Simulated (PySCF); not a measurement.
C2H5ClOSi.

```xyz
10

C      2.2017     1.2816    -0.2982
C      1.5473     0.1102    -0.4337
Si    -0.3181     0.0373    -0.4945
O     -0.9913     1.5080    -0.0635
Cl    -0.9138    -1.4838     0.8125
H      1.6540     2.2377    -0.2255
H      3.3030     1.3428    -0.2566
H      2.1292    -0.8272    -0.5051
H     -0.8817    -0.2727    -1.8417
H     -0.7803     1.8077     0.8388
```

The structure is a stationary point at PBE-D3(BJ)/def2-SVP. The structure was generated by enumeration; whether it is a known compound was not checked. The values are those of a single conformer.

The numbers are results of PBE/pcSseg-1 (PySCF), not measurements. Non-relativistic, no solvent.

Computed absolute GIAO shielding of each atom: isotropic value and principal components (ppm):
| atom | σ(iso) | σ11 | σ22 | σ33 | span |
|---|---|---|---|---|---|
| C1 | 35.3 | -85.3 | 29.4 | 161.7 | 247.0 |
| C2 | 34.2 | -77.8 | 27.8 | 152.5 | 230.3 |
| Si3 | 337.5 | 301.3 | 333.9 | 377.4 | 76.0 |
| O4 | 265.6 | 233.4 | 265.2 | 298.3 | 64.9 |
| Cl5 | 843.2 | 688.9 | 862.0 | 978.6 | 289.7 |
| H6 | 24.9 | 21.1 | 24.0 | 29.6 | 8.5 |
| H7 | 24.6 | 21.9 | 24.3 | 27.7 | 5.8 |
| H8 | 24.8 | 22.1 | 24.5 | 27.7 | 5.6 |
| H9 | 25.5 | 22.0 | 23.5 | 30.9 | 8.9 |
| H10 | 29.4 | 23.4 | 24.7 | 40.1 | 16.8 |
